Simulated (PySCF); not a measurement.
Computed properties of SnH2I2, SMILES [I][SnH2][I]

SnH2I2, SMILES [I][SnH2][I]. Geometry optimised at PBE0-D3(BJ)/def2-SVP. The def2 effective core potentials stand for the cores of I, Sn; spin–orbit coupling is left out. Other conformers were not sampled. All values are computed for the isolated molecule unless a solvent is named; none is compared with measurement here.

**Structure.** The optimised structure has C2v symmetry. All 9 harmonic modes at PBE0-D3(BJ)/def2-SVP (PySCF) are real, so it is a minimum. With heavy atoms numbered as in [SnH2:1]([I:2])[I:3], the shortest bond between them is Sn1–I2 at 2.687 Å and the longest Sn1–I3 at 2.687 Å.

**Vibrations.** The strongest infrared lines (harmonic, unscaled, degenerate partners summed) lie at 611 cm⁻¹ (239 km/mol, H 99 %), 682 cm⁻¹ (133 km/mol, H 99 %), 1965 cm⁻¹ (116 km/mol, H 99 %). The softest mode is at 58 cm⁻¹ and the zero-point energy is 9.4 kcal/mol.

**Electronic structure.** ωB97X/def2-TZVPD (PySCF) places the frontier levels at -9.83 and -0.36 eV, a gap of 9.47 eV, and gives a dipole moment of 1.70 D and a mean polarisability of 115.8 bohr³.

**Excitations.** TDDFT-M06-2X/def2-SVPD (PySCF) has S1 at 4.66 eV (266 nm, f = 0.040, weak); the most intense of the 10 singlets computed lies at 6.58 eV (f = 0.13). T1 (TDA) is at 4.26 eV. No vertical singlet excitation falls in the visible range (under 3.1 eV).
